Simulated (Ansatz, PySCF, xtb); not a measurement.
Noncovalent pair: C2H4 (SMILES C=C) (first 6 atoms) with C2H6O (SMILES COC); geometry from B3LYP-D3(BJ)/def2-TZVP, rigid monomers moved along the line of their centres of mass till H3···O8 is 2.22 Å.
(charge 0, multiplicity 1):
```csv
atom,x (Å),y (Å),z (Å)
C,-0.4438,0.2633,0.8613
C,0.7143,-0.1490,0.3659
H,-0.8217,-0.1025,1.8083
H,-1.0555,0.9864,0.3343
H,1.0965,0.2170,-0.5796
H,1.3275,-0.8756,0.8856
C,-0.5437,1.0412,4.3115
O,-0.5203,-0.3333,3.9916
C,0.7876,-0.8634,3.9965
H,0.0310,1.6294,3.5850
H,-0.1335,1.2243,5.3131
H,-1.5837,1.3634,4.2889
H,1.4293,-0.3475,3.2713
H,0.7138,-1.9153,3.7246
H,1.2474,-0.7809,4.9899
```

Counterpoise-corrected where a basis set is named; no monomer relaxation. Rows marked so take none.

Rows in 6-31G* carry no dispersion term and start afresh at each structure (6-31G* with six Cartesian d functions).

Programs: Ansatz (Gaussian orbitals); PySCF for 6-31G* rows, the dispersion terms; xtb for the GFN methods. Values without a source in brackets are computed.

One of these levels gives 0.17 kcal/mol for the interaction energy. Which one is it?
A) GFN1-xTB
B) PBE-D3(BJ)/def2-TZVPPD
C) PBE/def2-TZVPPD
D) HF/6-31G* (no counterpoise)

C, PBE/def2-TZVPPD. The others give -0.63 (GFN1-xTB), 0.71 (HF/6-31G* (no counterpoise)), -1.57 (PBE-D3(BJ)/def2-TZVPPD)

Ansatz is an electronic-structure program.
